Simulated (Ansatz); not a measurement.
[SnH3]− (SMILES [H][Sn-]([H])[H]): the vertical detachment energy, rung by rung

[SnH3]− has 4 atoms, charge -1, and is taken as a singlet. SMILES: `[H][Sn-]([H])[H]`. Geometry: a GFN2-xTB relaxation, a rough one for these elements and not checked as a minimum.

```xyz
4

Sn   -0.0064    0.0057    0.7917
H     1.6378   -0.0336   -0.2516
H    -0.7869    1.4325   -0.2804
H    -0.8445   -1.4046   -0.2596
```

Each level gives the vertical detachment energy (to the doublet neutral) (eV). The values are calculated.

```tsv
level	kind	program	value (eV)	less FCI/STO-3G	CPU time (all runs)
SVWN5/STO-3G	LDA	Ansatz	-2.03	+1.25	1.1 s
BLYP/STO-3G	GGA	Ansatz	-2.05	+1.23	1.4 s
PBE/STO-3G	GGA	Ansatz	-2.02	+1.26	1.6 s
r2SCAN/STO-3G	meta-GGA	Ansatz	-2.02	+1.26	3.6 s
r2SCAN0/STO-3G	hybrid meta-GGA	Ansatz	-2.04	+1.24	3.6 s
wB97M-V/STO-3G	range-separated hybrid	Ansatz	-1.97	+1.31	14 s
CCSDT(Q)/STO-3G	coupled cluster or CI	Ansatz	-3.28	0.00	1.1 s
CCSDT/STO-3G	coupled cluster or CI	Ansatz	-3.28	0.00	0.87 s
FCI/STO-3G	exact in the basis	Ansatz	-3.28	0.00	0.89 s
```

FCI/STO-3G is exact within its basis and frozen core, so for wave-function methods in that basis the difference is their error; functionals converge differently with the basis, so for them it is only a difference. All-electron rows without a relativistic Hamiltonian named are non-relativistic. Spin-orbit coupling, which can split open shells on such heavy atoms by tenths of an eV, is left out. Sets without diffuse functions describe the anion poorly. The values span -3.28 to -1.97 eV. All rows use very small basis sets, so even the best lies far from the true value. In the correlated wave-function rows the outer d shell of Sn is correlated, in sets not made for it. CPU times are rough (shared hosts, several kinds of processor): they show what a rung costs within a factor of a few.
